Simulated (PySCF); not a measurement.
**Electron correlation in Cu (copper, neutral)**

[Ar] 3d10 4s1, 2S determinant. Computed with PySCF 2.14 in x2c-TZVPall, with the spin-free X2C one-electron Hamiltonian (Gaussian nucleus). Frozen: [Ar]; 11 electrons correlated.

MP2 pair energies summed by pair of shells (mhartree):

| pair | energy | share (%) |
| --- | --- | --- |
| 3d-3d | -391.45 | 95.7 |
| 3d-4s | -17.53 | 4.3 |

Total MP2 correlation energy: -408.98 mhartree.

Same-spin part -153.01 and opposite-spin part -255.97 mhartree; SCS-MP2 scales them by 1/3 and 6/5 to -358.16 mhartree.

| level | correlation energy (mhartree) |
| --- | --- |
| CCSD | -354.86 |
| (T) | -12.68 |
| CCSD(T) | -367.54 |

Diagnostics: T1 = 0.023, D1 = 0.0532, largest double amplitude 0.025.

Cost of the coupled-cluster step: 1.9 s of wall time on 1 thread of Neoverse-V2 (shared host), for 11 correlated electrons.
